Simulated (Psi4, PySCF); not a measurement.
Input for PySCF:
```python
from pyscf import gto, scf, dft

mol = gto.Mole()
mol.atom = '''
    Zn    0.513365    0.042684    0.359478
    C    -0.189851   -1.054980   -1.177375
    C    -1.572895   -0.532296   -1.543720
    H    -0.257144   -2.105205   -0.903941
    H     0.466645   -0.988352   -2.041362
    H    -1.532740    0.508640   -1.859118
    H    -2.260930   -0.608068   -0.703731
    H    -1.982572   -1.118577   -2.368595
    O     0.037346    1.342675    1.410848
    H     0.443510    1.813301    2.132200
'''
mol.basis = 'cc-pvdz'
mol.charge = 0
mol.spin = 0
mol.verbose = 3
mol.build()

mf = dft.RKS(mol)
mf.xc = 'revpbe'
mf.grids.atom_grid = (99, 590)
mf.grids.prune = None
mf.kernel()
```

Task: Give the equivalent Psi4 input.

Result: This is not unique; one that fits is 
```
memory 2 GB

molecule {
0 1
Zn    0.51336456    0.04268395    0.35947764
C    -0.18985124   -1.05497978   -1.17737509
C    -1.57289452   -0.53229609   -1.54371968
H    -0.25714403   -2.10520493   -0.90394124
H     0.46664509   -0.98835194   -2.04136197
H    -1.53274000    0.50864029   -1.85911762
H    -2.26093044   -0.60806788   -0.70373102
H    -1.98257239   -1.11857733   -2.36859514
O     0.03734617    1.34267470    1.41084832
H     0.44351018    1.81330083    2.13219997
}

set {
  basis cc-pvdz
  scf_type pk
  puream true
  d_convergence 1e-8
  dft_radial_points 99
  dft_spherical_points 590
}

energy('revpbe')
print_variables()
```

Both were run: PySCF gave -1934.315516 Eh and Psi4 -1934.315516 Eh, 0.000 mEh apart.
